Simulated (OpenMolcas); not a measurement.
## Computed levels of Be+

```
Program             : OpenMolcas 26.06
Method              : CASSCF
Basis               : ANO-RCC-VQZP [5s4p3d2f1g]
Scalar Hamiltonian  : DKH2, point nucleus
Active space        : 1 electron in 4 orbitals (2s 2p)
State averaging     : 2S+1 = 2 even, 1 root; 2S+1 = 2 odd, 3 roots
Spin-orbit coupling : state interaction with AMFI integrals over the reference wave functions, term energies averaged over their components
```

Spin-free terms above the lowest, with the occupations of the reference:

| Configuration | Term | E (cm-1) | Occupations |
| --- | --- | --- | --- |
| 2s | 2S | 0.0 | 2s 1.00 |
| 2p | 2P* | 32402 | 2p 1.00 |

With spin-orbit coupling, above the lowest level:

| Configuration | Term | J | E (cm-1) | Measured (cm-1) | g | Term weight % |
| --- | --- | --- | --- | --- | --- | --- |
| 2s | 2S | 1/2 | 0.0 | 0.0 | 2.002 | 100 |
| 2p | 2P* | 1/2 | 32399 | 31929 | 0.666 | 100 |
| 2p | 2P* | 3/2 | 32404 | 31935 | 1.334 | 100 |

Against the 2 measured excited levels shown (NIST Handbook of Basic Atomic Spectroscopic Data) the mean absolute deviation is 470 cm-1; the largest miss in energy is 2p 2P* 1/2: computed 32399, measured 31929 cm-1 (+1.5 %).

ANO sets are built for ground and valence states and can reach diffuse excited orbitals poorly. With one active electron the reference holds no correlation, so core polarisation is missing. Computed and measured levels are paired by configuration, term and J; levels that our copy of the source lacks, or whose pairing is in doubt (as where it misses far off the trend of its configuration), stay unpaired and out of the deviations. Levels of configurations outside the active space are missing.

The RASSCF and RASSI steps took 6.8 s on 1 thread of Arm Neoverse V1, with other jobs on the host; the integral step is not counted.

The term weight is that of the spin-free term in the level, not the purity of its configuration. * marks odd parity.
